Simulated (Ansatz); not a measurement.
Abridged output of a molecular run in Ansatz:

```
Functional definition: HF
1665 factors; integrals over basis functions are off by at most 9.1e-4 eV
mean field evaluation 1: about -17022.6718 eV, gradient 3.7e1 eV
mean field evaluation 2: about -17022.6815 eV, gradient 3.7e1 eV
mean field evaluation 4: about -17027.5738 eV, gradient 2.7e0 eV
mean field evaluation 8: about -17027.6541 eV, gradient 1.5e-1 eV
mean field -17027.65466933 eV, -625.7547673389 hartree, gradient 3.1e-6 eV, S^2 0.756368; 0 other end points of the search recorded, 0 dependent functions left out
14 core orbitals not correlated, not the lowest: weight in the atoms' cores, before any rotation towards them, 0.668 or more for the frozen orbitals, at most 0.331 for the correlated occupied ones
reference -17027.65466933 eV, -625.7547673389 hartree; 19, 18 occupied and 200, 201 virtual orbitals, 1665 factors
second order -32.47046742 eV of doubles, -0.00000000 eV of singles
cycle   1  -32.01232601 eV  change    4.6e-1 eV  update   1.2e-1
cycle   2  -32.72319754 eV  change   -7.1e-1 eV  update   3.5e-2
cycle   3  -32.88327966 eV  change   -1.6e-1 eV  update   1.8e-2
cycle   4  -32.86338755 eV  change    2.0e-2 eV  update   4.7e-3
cycle   5  -32.86045524 eV  change    2.9e-3 eV  update   2.5e-3
cycle   6  -32.86229444 eV  change   -1.8e-3 eV  update   9.1e-4
cycle   7  -32.86241790 eV  change   -1.2e-4 eV  update   5.1e-4
cycle   8  -32.86225581 eV  change    1.6e-4 eV  update   1.7e-4
cycle   9  -32.86231852 eV  change   -6.3e-5 eV  update   8.1e-5
cycle  10  -32.86234064 eV  change   -2.2e-5 eV  update   3.0e-5
perturbative correction -1.08793153 eV, -0.0399807463 hartree
Total energy: -17061.60494150 eV, -627.0024168290 hartree
Checks for a lower state left out: cluster_reference
```

Its atoms:

Cartesian coordinates in Å:
```
F 0.054 -1.975 1.419
C 0.254 -0.770 0.884
F 0.099 0.132 1.873
F 1.566 -0.706 0.532
O -0.549 -0.556 -0.129
Sn -0.135 0.776 -1.589
H -1.719 0.928 -2.240
H 0.430 2.171 -0.752
```

(1) Which basis set was used?
A. cc-pV(D+d)Z
B. def2-SVPD
C. def2-SVP
D. def2-TZVPP

(2) Write the keys of the input that set method, charge and spin (a neutral closed shell needs none for the last two).

Results:

(1) D. It gives 233 functions.

(2) 
```yaml
magnetization: {spin_polarized: true, initial_magnetization: 1}
correlation: {method: ccsd_t, frozen_orbitals: {C: 1, F: 1, H: 0, O: 1, Sn: 9}}
scf: {omitted_lower_state_checks: [cluster_reference]}
```
